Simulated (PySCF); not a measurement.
**Dipole moment and polarisability of pentafluoropropionic acid**

Pentafluoropropionic acid, C₃HF₅O₂.
Geometry (GFN2-xTB, Å), atoms numbered from 1 in this order:
```
atom  x, y, z in Å
O1     1.6611    0.9129   -1.0134
C2     1.1877    0.1033   -0.2825
O3     1.7250   -0.3967    0.8086
C4    -0.2353   -0.4986   -0.4916
F5    -0.5548   -0.5091   -1.7985
F6    -0.3004   -1.7713   -0.0539
C7    -1.2886    0.3500    0.2762
F8    -2.4988   -0.1882    0.2180
F9    -1.3559    1.5794   -0.2277
F10   -0.9493    0.4607    1.5623
H11    2.6147   -0.0398    0.9767
```

Level: CAM-B3LYP/def2-SVPD (PySCF), static field, nuclei fixed, core orbitals frozen in the response. The polarisability tensor in these axes (au):

```
x   51.52  2.46  1.21
y    2.46 45.28 -3.83
z    1.21 -3.83 47.74
```

Task: Diagonalise the tensor; give its mean and Δα, where Δα² is half the sum of the squared differences of the eigenvalues.

Result: Principal values 41.74, 50.42 and 52.38 au; mean 48.18 au = 7.14 Å³ = 7.94 × 10⁻⁴⁰ C²·m²/J; Δα = 9.81 au (20 % of the mean).

Task: What is the dipole moment, and where does it point?

Result: (1.95, -0.40, 1.66) D, 2.59 D in size, pointing from the negative to the positive side. Measured along this direction, the outermost atoms are F8 at the negative end and H11 at the positive end.

Task: Give the eigenvalues of the traceless quadrupole moment Θ = ½Σq(3rr − r²1), origin at the centre of nuclear charge.

Result: -10.87, -1.82, 12.69 D·Å. The values depend on the origin, since the dipole doesn't vanish. The electronic extent ⟨r²⟩ about the same centre is 1129 bohr², a root-mean-square distance of 1.99 Å for the 80 electrons.

Task: What molar refraction does this α imply?

Result: Lorentz–Lorenz: R = (4π/3)N_A α = 2.5225 cm³/(mol·Å³) × 7.14 Å³ = 18.0 cm³/mol, in the limit of long wavelengths.

Task: What depolarisation ratio follows for Rayleigh scattering of linearly polarised light, taking the static tensor?

Result: ρ = 3Δα²/(45ᾱ² + 4Δα²) = 288.4/(104462 + 384.6) = 0.00275.

The structure is a single GFN2-xTB conformer in the gas phase; no vibrational or solvent corrections.
